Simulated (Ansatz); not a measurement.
Geometry optimisation, RKS PBE-D4/def2-SVP in Ansatz 0.2.0.

The input (input.yaml):

```yaml
crystal:
  periodic: [false, false, false]
  atoms:
    - { symbol: Hf, position_ang: [0.0, 0.0, 0.0] }
    - { symbol: Cl, position_ang: [0.0, 0.0, 2.87] }
    - { symbol: Cl, position_ang: [2.3764, 0.0, -0.8392] }
    - { symbol: Cl, position_ang: [-1.1869, 2.0563, -0.8392] }
    - { symbol: Cl, position_ang: [-1.1869, -2.0563, -0.8392] }
    - { symbol: "N", position_ang: [-2.382, 0.0, 0.7915] }
    - { symbol: H, position_ang: [-3.102, -0.6071, 0.3052] }
    - { symbol: H, position_ang: [-2.6678, 0.6071, 1.612] }
    - { symbol: H, position_ang: [-1.622, 0.0, 2.0511] }
basis:
  gaussian: { orbitals: def2-SVP }
hamiltonian:
  xc: pbe
  dispersion: d4
relax:
  f_tol: 0.15
  max_steps: 25
  restrain:
    - { distance: [0, 5], at: 3.41, k: 30.0 }
    - { distance: [8, 1], at: 2.57, k: 30.0 }
    - { distance: [0, 1], at: 2.52, k: 30.0 }
    - { distance: [8, 5], at: 1.06, k: 30.0 }
```

Launched with:

```bash
$ ansatz run input.yaml --threads 4 --pin off --max-ram 5120MiB --backend cpu --events-out ev --progress --plain --runs-dir out
```

Question: Where does it end, and by what steps?

Answer: The forces met the threshold. The restraints hold the end off the free minimum; the threshold counts their pulls, which the force column leaves out. Restrained pairs: Hf1–N6 (2.51 → 3.40 Å), Cl2–H9 (1.82 → 2.57 Å), Hf1–Cl2 (2.87 → 2.48 Å), N6–H9 (1.47 → 1.04 Å). After 10 steps the energy has fallen by 3.752 eV (the restraints' own energy left out); N6 moved furthest, 0.85 Å.

```tsv
step	energy less start (eV)	largest force component (eV/Å)	accepted
0	0.0000	2.838	yes
1	-0.1102	4.833	yes
2	-0.8606	5.353	yes
3	-2.3699	4.263	yes
4	-3.4405	1.641	yes
5	-3.7005	1.343	yes
6	-3.7391	1.410	yes
7	-3.7511	1.415	yes
8	-3.7154	1.478	no
9	-3.7496	1.384	no
10	-3.7524	1.447	yes
```

```xyz
9
Properties=species:S:1:pos:R:3
Hf 0.139 0.023 -0.006
Cl 0.384 -0.128 2.452
Cl 2.315 0.038 -0.829
Cl -0.796 2.029 -0.774
Cl -0.852 -1.854 -0.998
N -2.944 -0.041 1.434
H -2.965 -0.767 0.708
H -2.889 0.896 1.019
H -2.163 -0.197 2.105
```

Run time: 25 s on 4 threads of Arm Neoverse V2, on a shared host, peak memory 0.22 GiB.
